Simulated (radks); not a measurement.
Q: Species: the dysprosium ion Dy+. Configuration: [Xe] 4f10 5d1 (not the ground configuration). Calculated with a radial shooting solver on a logarithmic mesh with Libxc functionals: Dirac Kohn-Sham, LDA (Slater exchange, Perdew-Wang correlation), spin-unpolarised, spherical densities, finite nucleus; open shells fill j = l - 1/2 first; Fermi nuclear charge, rms radius 5.2218 fm. Some entries of the table are withheld. Estimate them.

orbital,occ.,eigenvalue (hartree),<r^2> (bohr^2)
1s1/2,2,-1967.776,0.0006103
2s1/2,2,-327.6990,0.009474
2p1/2,2,-311.8244,0.006851
2p3/2,4,-282.4516,0.008077
3s1/2,2,(1),0.06291
3p1/2,2,-66.10069,(2)
3p3/2,4,-60.00350,(3)
3d3/2,4,-47.99950,0.05175
3d5/2,6,-46.66670,0.05369
4s1/2,2,-14.56428,0.3177
4p1/2,2,-11.82244,0.3329
4p3/2,4,-10.45298,0.3718
4d3/2,4,(4),0.4237
4d5/2,6,(5),0.4392
5s1/2,2,-1.97227,1.918
5p1/2,2,-1.23477,(6)
5p3/2,4,-1.06227,(7)
4f5/2,6,-0.31128,1.059
4f7/2,4,-0.27906,1.130
5d3/2,1,-0.22506,10.22
5d5/2,0,-0.21648,10.89

A: 
(1) 3s1/2 eigenvalue (hartree): -73.05037
(2) 3p1/2 <r^2> (bohr^2): 0.05836
(3) 3p3/2 <r^2> (bohr^2): 0.06532
(4) 4d3/2 eigenvalue (hartree): -5.92638
(5) 4d5/2 eigenvalue (hartree): -5.67841
(6) 5p1/2 <r^2> (bohr^2): 2.492
(7) 5p3/2 <r^2> (bohr^2): 2.886
